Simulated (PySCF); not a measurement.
**The Tl–Br bond energy of TlBr₃**

Computed with PBE0/[Tl def2-SVP with ECP60, Br def2-SVP], scalar-relativistic core potentials, density fitting, no spin–orbit coupling, PySCF.

Each entry is the lowest minimum that a search over a few typed start shapes (and spin states, where more than one is plausible) found, or that minimum re-optimised at the stated level; isomers with ligand–ligand bonds, or fragments after loss of a ligand pair, can lie lower.

Total energies (Eh), which compare only within these settings: Br atom -2573.49923.

```
species  2S+1  group       E (Eh)  ZPE (kJ/mol)
  TlBr₂     2    C2v  -5319.67902           2.3
  TlBr₃     1    D3h  -7893.26289           5.1
```

Task: What are De and D0 for TlBr₃ → TlBr₂ + Br?

Result: De = [(-5319.67902) + (-2573.49923) − (-7893.26289)] × 2625.5 = 222 kJ/mol. The zero-point energy changes by -2.8 kJ/mol, so D0 = 219 kJ/mol.

Atoms and open shells are unrestricted, without spin–orbit or basis-set superposition corrections.

Spin–orbit coupling can matter for elements this heavy.
